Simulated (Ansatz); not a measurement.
CH$_{5}$MoNOS$_{2}$, SMILES `C[O][Mo]([NH2])(=[S])=[S]`, charge 0, multiplicity 1.

Give a relaxed structure at PBE0-D4/def2-TZVP (Ansatz 0.2.0). (Estimate.)

The calculation gave: 
Z-matrix (Å, degrees):
```
C
O 1 1.405
H 1 1.094 2 110.4
H 1 1.094 2 110.6 3 -120.8
H 1 1.093 2 108.4 3 119.2
Mo 2 1.847 1 133.3 3 76.2
S 6 2.107 2 109.3 1 158.6
N 6 1.911 2 110.5 1 -81.8
S 6 2.106 2 108.5 1 36.0
H 8 1.009 6 123.6 2 94.8
H 8 1.009 6 123.5 2 -95.7
```
This is one stationary point; other conformers may exist.
